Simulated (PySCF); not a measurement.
C₉H₁₀O₂.
Atom-mapped SMILES: `[CH3:1][O:2]/[CH:3]=[C:4]1/[CH:5]=[CH:6][C:7]([C:8]([CH3:9])=[O:10])=[CH:11]1` (hydrogens: H12, H13, H14 on C1; H15 on C3; H16 on C5; H17 on C6; H18, H19, H20 on C9; H21 on C11)

Theory: PBE0-D3(BJ)/def2-SVP geometry optimisation, gas phase (PySCF 2.14.0).

**Question.** What internal coordinates does the optimisation give?

**Answer.** 
| bond | length (Å) | order |
| --- | --- | --- |
| C1–O2 | 1.409 | single |
| O2–C3 | 1.317 | single |
| C3=C4 | 1.366 | double |
| C4–C5 | 1.463 | single |
| C5=C6 | 1.358 | double |
| C6–C7 | 1.455 | single |
| C7–C8 | 1.476 | single |
| C8–C9 | 1.511 | single |
| C8=O10 | 1.214 | double |
| C7=C11 | 1.374 | double |
| C4–C11 | 1.455 | single |
| C1–H12, C1–H13, C1–H14 | 1.100 | single |
| C3–H15 | 1.095 | single |
| C5–H16 | 1.090 | single |
| C6–H17 | 1.089 | single |
| C9–H18, C9–H19, C9–H20 | 1.100 | single |
| C11–H21 | 1.086 | single |

Bonds in one row agree within 0.01 Å and their mean is given. Orders are formal, as drawn. A selection of angles:
| angle | degrees |
| --- | --- |
| O2–C1–H12 | 110.8 |
| O2–C1–H14 | 106.5 |
| H12–C1–H13 | 109.4 |
| C1–O2–C3 | 120.7 |
| O2–C3–C4 | 131.4 |
| O2–C3–H15 | 110.1 |
| C4–C3–H15 | 118.5 |
| C3–C4–C5 | 120.3 |
| C3–C4–C11 | 133.3 |
| C5–C4–C11 | 106.4 |
| C4–C5–C6 | 108.4 |
| C4–C5–H16 | 124.3 |
| C6–C5–H16 | 127.3 |
| C5–C6–C7 | 108.5 |
| C5–C6–H17 | 127.9 |
| C7–C6–H17 | 123.6 |
| C6–C7–C8 | 123.2 |
| C6–C7–C11 | 109.2 |
| C8–C7–C11 | 127.6 |
| C7–C8–C9 | 118.0 |
| C7–C8–O10 | 120.7 |
| C9–C8–O10 | 121.3 |
| C8–C9–H18 | 109.1 |
| C8–C9–H19 | 110.7 |
| H18–C9–H19 | 109.5 |
| H19–C9–H20 | 107.4 |
| C7–C11–H21 | 125.4 |
| C4–C11–C7 | 107.5 |
| C4–C11–H21 | 127.1 |

Dihedral angles: C1–O2–C3–C4 0° (synperiplanar); O2–C3–C4–C5 180° (antiperiplanar); C3–C4–C5–C6 180° (antiperiplanar); C4–C5–C6–C7 0° (synperiplanar); C5–C6–C7–C8 180° (antiperiplanar); C6–C7–C8–C9 180° (antiperiplanar); C6–C7–C11–C4 0° (synperiplanar); C3–C4–C11–C7 180° (antiperiplanar).

The 11 heavy atoms lie in one plane (0.002 Å rms). The C–O distances run from 1.214 Å (C8=O10, drawn double) to 1.409 Å (C1–O2, drawn single), a spread of 0.195 Å. Of the pairs four or more bonds apart, C1···C11 is among the closest relative to their van der Waals radii: 3.08 Å, 90 % of the sum of Bondi's values. The 8 C–C bonds span 1.358 Å (C5=C6, drawn double) to 1.511 Å (C8–C9, drawn single), a spread of 0.153 Å. The 5-membered ring C4–C5–C6–C7–C11 has internal angles of 106.4° to 109.2° (sum 540°, against 540° for a flat polygon); it is planar, 0.00 Å rms from its mean plane, widest ring torsion 0°.

Point group: Cs (every atom within 0.08 Å of its image). PBE0-D3(BJ)/def2-SVP frequencies: not computed here. The numbers are those of one conformer.

On one thread, Intel Xeon 6975P-C (x86_64), on a shared host, this took 1.7 min of wall time and 0.94 GiB of memory at its peak. That covers the optimisation of the geometry.
